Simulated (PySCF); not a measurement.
Frontier levels across methods

C3H8O2Si.
Cartesian coordinates in Å at the PBE0-D3(BJ)/def2-SVP level; atoms count from 1:
```xyz
14
C3H8O2Si angstrom
C     -2.3411   -0.2098   -0.3641
C     -1.4988    0.6947    0.4702
C     -0.1660    0.7674    0.4181
O      0.5794    0.0128   -0.4305
Si     2.2428   -0.1380   -0.4058
O      2.7743   -1.1154    0.8192
H     -2.9398   -0.8925    0.2621
H     -3.0566    0.3628   -0.9778
H     -1.7197   -0.8153   -1.0379
H     -1.9931    1.3622    1.1823
H      0.3925    1.4606    1.0609
H      2.5680   -0.6923   -1.7452
H      2.8587    1.1868   -0.1382
H      2.5204   -2.0426    0.7879
```

Basis pcSseg-1 throughout (PySCF), one geometry. Isolated species at its PBE0-D3(BJ)/def2-SVP geometry (one conformer only).

Question: How do the orbital energies, the gap and the dipole change with the method?

Answer: 
```tsv
method	kind	HOMO (eV)	LUMO (eV)	gap (eV)	μ (D)	SCF cycles
BLYP	GGA	-5.20	-0.20	5.00	0.89	15
B97-D	GGA	-5.32	-0.17	5.15	0.88	15
OPBE	GGA	-5.32	-0.15	5.17	0.89	16
PBE	GGA	-5.36	-0.29	5.06	0.91	15
KT3	GGA	-5.38	-0.33	5.05	0.85	16
KT2	GGA	-5.38	-0.33	5.04	0.87	15
BP86	GGA	-5.46	-0.35	5.12	0.90	15
LDA	LDA	-5.53	-0.51	5.02	0.94	15
B97-2	global hybrid	-6.27	0.66	6.93	0.83	13
B3LYP	global hybrid	-6.30	0.40	6.70	0.83	15
PBE0	global hybrid	-6.52	0.68	7.20	0.84	14
mPW1PW91	global hybrid	-6.55	0.67	7.22	0.82	14
BHandHLYP	global hybrid	-7.54	1.59	9.13	0.77	13
CAM-B3LYP	range-separated hybrid	-7.84	1.68	9.51	0.81	13
wB97X-D	range-separated hybrid	-8.37	2.50	10.87	0.82	14
HF	Hartree–Fock	-9.06	4.00	13.06	0.71	11
LC-wPBE	range-separated hybrid	-9.20	2.95	12.15	0.80	13
```

The HOMO spans 4.00 eV, from BLYP down to LC-wPBE, and the gap runs from 5.00 eV (BLYP) to 13.06 eV (HF). Over the methods BLYP (0 %), B97-D (0 %), OPBE (0 %), PBE (0 %), KT3 (0 %), KT2 (0 %), BP86 (0 %), LDA (0 %), B97-2 (21 %), B3LYP (20 %), PBE0 (25 %), mPW1PW91 (25 %), BHandHLYP (50 %), HF (100 %), a straight line through the gap against the share of exact exchange rises by 0.80 eV for each 10 % (correlation coefficient 0.999). The dipole ranges from 0.71 D (HF) to 0.94 D (LDA). This basis has no diffuse functions.
